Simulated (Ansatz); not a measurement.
`S[CH2][GeH3]` + `O[Si](F)(Cl)Cl` → `F[Si](Cl)(Cl)[O][GeH3]` + CH₃SH  (ligand exchange at a Ge–C bond)

Program: Ansatz. Geometries: PBE0-D4/def2-TZVP. ΔE: electronic, gas phase. CCSD(T)/CBS is the MP2 limit (def2-TZVPP, def2-QZVPP) plus CCSD(T) − MP2 in def2-TZVPP, frozen cores. This one scheme is used for every species. For Ge outer-core shells are correlated without core-valence functions, which leaves a few kJ/mol of doubt a bond. Scalar relativity is left out up to krypton. One conformer a species, not always the lowest.

`S[CH2][GeH3]`:

Cartesian coordinates in Å:
```
S -0.777 -0.166 1.927
C -0.481 0.715 0.376
Ge 0.729 -0.256 -0.826
H -1.149 -1.341 1.391
H -0.010 1.657 0.662
H -1.422 0.955 -0.121
H 0.878 0.492 -2.164
H 0.131 -1.650 -1.090
H 2.101 -0.406 -0.155
```

`O[Si](F)(Cl)Cl`:

Cartesian coordinates in Å:
```
O 0.290 1.248 0.341
Si 0.094 -0.302 -0.058
F 0.079 -1.222 1.225
Cl -1.666 -0.611 -1.014
Cl 1.655 -0.842 -1.206
H -0.452 1.729 0.713
```

`F[Si](Cl)(Cl)[O][GeH3]`:

Cartesian coordinates in Å:
```
F 1.234 -1.624 1.994
Si 1.138 -0.657 0.754
Cl 1.978 -1.599 -0.834
Cl 2.220 1.005 1.181
O -0.392 -0.309 0.488
Ge -1.364 0.630 -0.689
H -0.855 2.075 -0.648
H -1.158 -0.017 -2.063
H -2.801 0.496 -0.184
```

CH₃SH:

Cartesian coordinates in Å:
```
C -0.231 0.285 -0.327
S 0.542 -0.093 1.261
H 0.480 0.200 -1.148
H -0.565 1.321 -0.263
H -1.098 -0.348 -0.510
H 0.872 -1.364 0.987
```

```csv
species,HF/def2-QZVPP energy (Eh)
`S[CH2][GeH3]`,-2514.32902
`O[Si](F)(Cl)Cl`,-1383.22162
`F[Si](Cl)(Cl)[O][GeH3]`,-3459.81803
CH₃SH,-437.76589
```

**Question.** Work out ΔE.

**Answer.** ΔE = (-3459.81803) + (-437.76589) − (-2514.32902) − (-1383.22162) = -0.03328 Eh = -87.4 kJ/mol. CCSD(T)/CBS gives -59.4 kJ/mol.

Largest T1 diagnostic among the species: 0.011.

At CCSD(T), def2-SVP lies −9.2 kJ/mol from the extrapolated value and def2-TZVPP −3.1 kJ/mol. From PBE to PBE0 (25 % exact exchange), in def2-TZVPP and without D4, ΔE moves by −3.5 kJ/mol. Leaving LDA and LC-ωPBE aside and taking each functional with its dispersion term where it has one, the values, not all of them listed here, spread over 21.0 kJ/mol, from BHLYP-D4 to PBE-D4. LDA lies +7.5 kJ/mol from PBE without D4.
